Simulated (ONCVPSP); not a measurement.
## Before and after: ONCV potential for neon (Ne)

neon (Ne), optimised norm-conserving Vanderbilt (ONCV), made with ONCVPSP 4.0.1 (PBE, scalar-relativistic). Core [He], reference 2s2 2p6. Waves: 2s: rc 0.50 bohr, ncon 3, nbas 7, qcut 15.8 1/bohr, 1 projector; 2p: rc 0.75 bohr, ncon 3, nbas 7, qcut 10.5 1/bohr, 2 projectors, debl 0.7 Ha; d scattering state at 0.16 Ha: rc 0.75 bohr, ncon 4, nbas 8, qcut 11.8 1/bohr, 2 projectors, debl 1.2 Ha. Local part: polynomial inside 0.30 bohr (lpopt 1, dvloc0 3 Ha). Core correction: Teter function fitted to the true core (icmod 2), fcfact 0.6.

Change: p: ncon 5, nbas 9.

Cutoffs: the cutoffs (Ha) at which the residual kinetic energy of the hardest occupied pseudo-wave falls to 1 and 0.1 mHa per electron; they do not see the model core or the augmentation charge, which bear on the density cutoff. Errors are all-electron minus pseudo energies relative to the spin-unpolarised reference configuration.

Task: How do hardness, ghosts and transferability respond?

Result: The potential gets harder (238 Ha and 400 Ha → 390 Ha and 464 Ha); of the 4 tests that both files solve, the error grows in 1 and shrinks in 3 by more than 15 % and 0.3 meV (median size 15.8 → 17.1 meV); neither file shows a bound ghost.

| quantity | base | changed |
| --- | --- | --- |
| cutoff, loose | 238 Ha | 390 Ha |
| cutoff, tight | 400 Ha | 464 Ha |
| loose cutoff by channel | s 72 Ha, p 238 Ha | s 72 Ha, p 390 Ha |
| bound ghosts | none | none |
| GHOST(+) flags under 300 eV | none | none |
| error for 2s2 2p5, meV [ΔE 22.48 eV] | -6.8 | +1.8 |
| error for 2s2 2p4, meV [ΔE 65.74 eV] | +25 | +32 |
| error for 2s2 2p3, meV [ΔE 133.17 eV] | +181 | +148 |
| error for 2s1 2p6, meV [ΔE 45.88 eV] | -3.7 | +2.4 |
| s: phases at 0.51 bohr within 0.05 rad from the reference energy up to (Ha; the scan ends near 5) | to the end of the scan | to the end of the scan |
| p: phases at 0.76 bohr within 0.05 rad from the reference energy up to (Ha; the scan ends near 5) | to the end of the scan | to the end of the scan |
| d: phases at 0.76 bohr within 0.05 rad from the reference energy up to (Ha; the scan ends near 5) | to the end of the scan | to the end of the scan |
| rms error of d²Exc/dni dnj with the model core, mHa | 1.82 | 1.69 |
